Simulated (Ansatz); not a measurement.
C2H5O2, charge +1, singlet, at a GFN2-xTB geometry; CCSD(T)/STO-3G run with Ansatz (a first-principles code).

The Ansatz input:
Ansatz 0.2 input:
```yaml
crystal:
  periodic: [false, false, false]
  atoms:
    - {symbol: C, position_ang: [-1.39570971, 0.14320355, 0.06747928]}
    - {symbol: C, position_ang: [0.05945850, -0.01483349, -0.01819422]}
    - {symbol: O, position_ang: [0.54848620, -0.53355710, -1.06388824]}
    - {symbol: O, position_ang: [0.86748398, 0.34875759, 0.91255762]}
    - {symbol: H, position_ang: [-1.65979534, 1.20213003, 0.13754680]}
    - {symbol: H, position_ang: [-1.87942432, -0.28228953, -0.80945305]}
    - {symbol: H, position_ang: [-1.78832724, -0.33509193, 0.96785289]}
    - {symbol: H, position_ang: [1.52455054, -0.62526117, -1.09983415]}
    - {symbol: H, position_ang: [0.49274207, 0.74868836, 1.71882199]}
basis:
  gaussian:
    orbitals: STO-3G
total_charge: 1
magnetization: {spin_polarized: false}
correlation: {method: ccsd_t, electrons: outside_noble_gas}
accuracy: high
```

Output, abridged:

```
Functional definition: HF
506 factors; integrals over basis functions are off by at most 6.5e-9 eV
mean field evaluation 1: about -6125.4439 eV, gradient 2.9e1 eV
mean field evaluation 2: about -6125.6106 eV, gradient 2.9e1 eV
mean field evaluation 4: about -6128.0342 eV, gradient 1.5e0 eV
mean field evaluation 8: about -6128.0413 eV, gradient 3.8e-2 eV
mean field evaluation 16: about -6127.5585 eV, gradient 1.1e1 eV
mean field -6128.04132138 eV, -225.2013648252 hartree, gradient 2.3e-8 eV, S^2 0.000000; 0 other end points of the search recorded, 0 dependent functions left out
4 core orbitals not correlated
reference -6128.04132138 eV, -225.2013648252 hartree; 12, 12 occupied and 9, 9 virtual orbitals, 506 factors
second order -5.38593880 eV of doubles, -0.00000000 eV of singles
cycle   1  -5.99976546 eV  change   -6.1e-1 eV  update   1.0e-1
cycle   2  -6.40369825 eV  change   -4.0e-1 eV  update   3.2e-2
cycle   3  -6.51322246 eV  change   -1.1e-1 eV  update   1.5e-2
cycle   4  -6.51394461 eV  change   -7.2e-4 eV  update   3.0e-3
cycle   5  -6.51202894 eV  change    1.9e-3 eV  update   8.5e-4
cycle   6  -6.51155794 eV  change    4.7e-4 eV  update   2.7e-4
cycle   7  -6.51148734 eV  change    7.1e-5 eV  update   7.1e-5
cycle   8  -6.51148364 eV  change    3.7e-6 eV  update   2.8e-5
cycle   9  -6.51149475 eV  change   -1.1e-5 eV  update   7.6e-6
cycle  10  -6.51149258 eV  change    2.2e-6 eV  update   3.3e-6
cycle  11  -6.51149198 eV  change    6.0e-7 eV  update   1.2e-6
cycle  12  -6.51149172 eV  change    2.6e-7 eV  update   3.9e-7
cycle  13  -6.51149226 eV  change   -5.5e-7 eV  update   1.2e-7
cycle  14  -6.51149242 eV  change   -1.6e-7 eV  update   4.6e-8
cycle  15  -6.51149243 eV  change   -7.8e-9 eV  update   2.1e-8
cycle  16  -6.51149215 eV  change    2.8e-7 eV  update   9.3e-8
cycle  17  -6.51149213 eV  change    2.1e-8 eV  update   2.8e-8
cycle  18  -6.51149212 eV  change    1.1e-8 eV  update   8.7e-9
cycle  19  -6.51149212 eV  change   -3.8e-9 eV  update   2.9e-9
cycle  20  -6.51149212 eV  change   -1.7e-9 eV  update  9.6e-10
cycle  21  -6.51149212 eV  change  -7.7e-10 eV  update  2.6e-10
perturbative correction -0.21942811 eV, -0.0080638343 hartree
Total energy: -6134.77224162 eV, -225.4487215814 hartree
```
